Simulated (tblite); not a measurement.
Compound: C3H10BNO2Si.
Numbering: `[H]/[N:8]=[CH:7]\[SiH2:6][B:3]([O:2][CH3:1])[O:4][CH3:5]` (hydrogens: H9, H10, H11 on C1; H12, H13, H14 on C5; H15, H16 on Si6; H17 on C7; H18 on N8)

Computed with GFN2-xTB (tblite), gas phase: L-BFGS steps from a force-field or distance-geometry start until the largest atomic force falls under 0.01 eV/Å.

Step 16: E = -695.0177 eV
```
atom  x, y, z in Å  |  force x, y, z in eV/Å
C1     -1.7449    2.1163   -0.1047   -0.029  -0.021  -0.009
O2     -1.7145    0.7253    0.1079   -0.108   0.064  -0.066
B3     -0.5539    0.0189    0.1317   -0.023  -0.036   0.038
O4     -0.5091   -1.3201    0.2467    0.181  -0.111  -0.128
C5     -1.4294   -2.3791    0.0713   -0.016   0.186  -0.011
Si6     1.2309    0.7410   -0.3229   -0.176  -0.115  -0.178
C7      2.5171   -0.5847    0.0728    0.229  -0.059   0.042
N8      3.4157   -0.5189    0.9529    0.048   0.022   0.093
H9     -0.8338    2.4649   -0.6041   -0.074  -0.004   0.061
H10    -1.8605    2.6508    0.8414    0.072  -0.099   0.100
H11    -2.6073    2.3597   -0.7243   -0.062  -0.103  -0.107
H12    -0.9346   -3.1076   -0.5863   -0.137   0.069   0.155
H13    -2.3555   -2.0421   -0.3983   -0.015   0.072   0.051
H14    -1.6605   -2.8560    1.0309    0.089   0.143  -0.081
H15     1.8347    2.0221    0.0851   -0.106   0.019   0.204
H16     1.2810    0.8679   -1.7897    0.057   0.015  -0.207
H17     2.5164   -1.5218   -0.4712   -0.122  -0.126  -0.153
H18     3.3996    0.3697    1.4491    0.193   0.084   0.198
```

Step 17: E = -695.0368 eV
```
atom  x, y, z in Å  |  force x, y, z in eV/Å
C1     -1.7503    2.1172   -0.1042    0.029  -0.168  -0.013
O2     -1.7200    0.7207    0.1051   -0.063   0.114  -0.081
B3     -0.5593    0.0157    0.1144    0.202  -0.019   0.082
O4     -0.4914   -1.3247    0.2284   -0.045  -0.096  -0.186
C5     -1.4318   -2.3751    0.0695    0.043   0.248  -0.001
Si6     1.2367    0.7366   -0.3298   -0.352  -0.116  -0.096
C7      2.5231   -0.5802    0.0813    0.250  -0.089   0.005
N8      3.4273   -0.5210    0.9564   -0.020   0.029   0.073
H9     -0.8371    2.4663   -0.6049   -0.151  -0.031   0.103
H10    -1.8642    2.6454    0.8465    0.057  -0.104   0.042
H11    -2.6142    2.3487   -0.7253   -0.057  -0.036  -0.086
H12    -0.9518   -3.1178   -0.5836   -0.159   0.104   0.144
H13    -2.3585   -2.0215   -0.3938    0.080   0.001   0.107
H14    -1.6507   -2.8369    1.0390    0.034   0.132  -0.101
H15     1.8299    2.0116    0.0949   -0.073   0.104   0.203
H16     1.2786    0.8683   -1.7934    0.100   0.017  -0.246
H17     2.5116   -1.5114   -0.4711   -0.077  -0.178  -0.139
H18     3.4133    0.3643    1.4589    0.201   0.089   0.189
```

Task: Estimate the geometry and energy of step 18. (The exact step hangs on the optimiser's Hessian estimate; all steps are aligned on step 17, rigid shifts and turns removed.)

Result: E = -695.0576 eV, largest force 0.361 eV/Å
```
atom  x, y, z in Å  |  force x, y, z in eV/Å
C1     -1.7576    2.1158   -0.1037    0.048  -0.271  -0.016
O2     -1.7260    0.7156    0.1001    0.023   0.069  -0.071
B3     -0.5630    0.0122    0.0973    0.347  -0.010   0.098
O4     -0.4711   -1.3307    0.2015   -0.267  -0.004  -0.207
C5     -1.4344   -2.3666    0.0675    0.101   0.233   0.014
Si6     1.2381    0.7302   -0.3391   -0.318  -0.057  -0.001
C7      2.5341   -0.5763    0.0906    0.170  -0.081  -0.060
N8      3.4417   -0.5230    0.9629   -0.096   0.035   0.029
H9     -0.8440    2.4677   -0.6042   -0.185  -0.046   0.117
H10    -1.8677    2.6369    0.8527    0.022  -0.109  -0.029
H11    -2.6232    2.3349   -0.7279   -0.033   0.034  -0.034
H12    -0.9759   -3.1284   -0.5779   -0.161   0.120   0.102
H13    -2.3614   -1.9980   -0.3864    0.130  -0.042   0.136
H14    -1.6388   -2.8116    1.0469   -0.025   0.122  -0.084
H15     1.8242    2.0018    0.1096   -0.089   0.105   0.162
H16     1.2778    0.8693   -1.8019    0.136   0.016  -0.229
H17     2.5050   -1.5024   -0.4732    0.012  -0.169  -0.060
H18     3.4332    0.3591    1.4735    0.183   0.052   0.135
```

The energy changes by -0.0208 eV. The first-order estimate −F·Δx gives -0.0288 eV and the mean of the old and new forces, exact on a quadratic surface, -0.0208 eV. The step makes an angle of 67° with the force vector and moves no atom by more than 0.034 Å.

What follows is the cost of the whole relaxation. The run took 1.2 s wall on Arm Neoverse N1, one thread, no GPU, shared host.
